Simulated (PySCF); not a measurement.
(3Z)-4-fluoropenta-1,3-diene (C₅H₇F), SMILES C=C/C=C(/C)F. Coordinates come from a PBE0-D3(BJ)/def2-SVP optimisation. One conformer was computed; it need not be the lowest.

All values below come from PBE0-D3(BJ)/def2-SVP run with PySCF.

Harmonic wavenumbers (cm⁻¹): 135, 177, 192, 226, 369, 420, 529, 586, 699, 877, 896, 927, 967, 1027, 1040, 1051, 1185, 1228, 1295, 1348, 1410, 1431, 1436, 1459, 1706, 1786, 3054, 3133, 3163, 3191, 3195, 3213, 3269. Rotational constants (GHz): 9.078, 1.950, 1.621; symmetry number 1.

Work out the zero-point energy and the ideal-gas rigid-rotor harmonic-oscillator thermochemistry at 298.15 K and 1 atm.

ZPE = ½ Σ hcν = ½ × 46618 cm⁻¹ = 66.64 kcal/mol. H − E(el) = 71.44 kcal/mol. Entropy in cal/(mol K): translation 39.27, rotation 26.82, vibration 13.68, total 79.77. G − E(el) = 47.65 kcal/mol. Cp = 25.48 cal/(mol K). Modes under 150 cm⁻¹ make the vibrational entropy uncertain.
